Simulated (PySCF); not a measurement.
H4NSi, SMILES [NH][SiH3] (connectivity only; charge and spin as stated), charge -1, multiplicity 1. The structure is a stationary point at PBE-D3(BJ)/def2-TZVPD. The spin state was assumed, not searched. The isomer is the one that the SMILES or the coordinates give; other isomers of the formula were not compared.

Computed with PBE-D3(BJ)/def2-TZVPD in PySCF 2.14.0.

Harmonic wavenumbers (cm⁻¹): 270, 622, 638, 791, 891, 910, 927, 987, 1795, 1859, 2001, 3394. Rotational constants (GHz): 78.38, 13.96, 13.63; symmetry number 1.

Question: Work out the zero-point energy and the ideal-gas rigid-rotor harmonic-oscillator thermochemistry at 298.15 K and 1 atm.

Answer: ZPE = ½ Σ hcν = ½ × 15082 cm⁻¹ = 90.21 kJ/mol. H − E(el) = 102.82 kJ/mol. Entropy in J/(mol K): translation 156.53, rotation 86.21, vibration 13.07, total 255.81. G − E(el) = 26.55 kJ/mol. Cp = 59.40 J/(mol K).
